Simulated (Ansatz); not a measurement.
**Energy profile**

The step: BH₃O₃ ([OH][B]([OH])[OH]) + HBr → BH₂BrO₂ ([OH][B]([OH])[Br]) + H₂O; bonds formed: B1–Br6, O2–H5; bonds broken: B1–O2, H5–Br6 (atoms numbered as in the saddle structure below).

B1  (0.014, -0.328, -0.207)
O2  (0.169, 1.169, -0.520)
O3  (1.125, -1.098, -0.165)
O4  (-1.185, -0.750, -0.673)
H5  (0.138, 1.463, 0.489)
Br6  (-0.115, 0.540, 2.183)
H7  (-0.641, 1.482, -0.952)
H8  (1.799, -0.779, 0.440)
H9  (-1.304, -1.700, -0.597)
(Å)

Electronic energies by CCSD(T) at an estimated basis limit (MP2 extrapolated from triple and quadruple zeta, plus CCSD(T) − MP2 in triple zeta), on PBE0-D4/def2-TZVP structures; BH4BrO3, closed shell; no counterpoise correction. Ansatz 0.2.0; basis: def2-TZVPP and def2-QZVPP; cores frozen in the correlated methods. Filled d shells of the heavier atoms are correlated. The def2 sets are not built for correlating such inner shells, so the correlated values are less sure here. Extrapolation: Hartree–Fock as exp(−7.88 √X), correlation as X^−2.97.

(1) Give the profile in kcal/mol, counted from the separated reactants. (Judge from chemistry; the value comes from the calculation.)

The T1 diagnostic stays at or below 0.012.

## Answers

(1) The calculation gives:
| point | kcal/mol |
| --- | --- |
| separated: BH3O3 (linked as [OH][B]([OH])[OH]; B1, O2, O3, O4, H7, H8, H9; singlet) + HBr (H5, Br6; singlet) | 0.00 |
| start structure | -5.31 |
| saddle | 19.66 |
| end structure | 7.04 |
| separated: BH2BrO2 (linked as [OH][B]([OH])[Br]; B1, O3, O4, Br6, H8, H9; singlet) + H2O (O2, H5, H7; singlet) | 11.02 |

For scale, one of the runs: CCSD(T)/def2-TZVPP, 228 basis functions, launched by `ansatz run in.yaml --threads 8 --pin off --events-out ev --progress --plain --max-ram 19148MiB`. The run took 2.1 min on 8 CPU threads of an Arm Neoverse V1 (shared host), with 4.4 GiB of host memory at its peak.
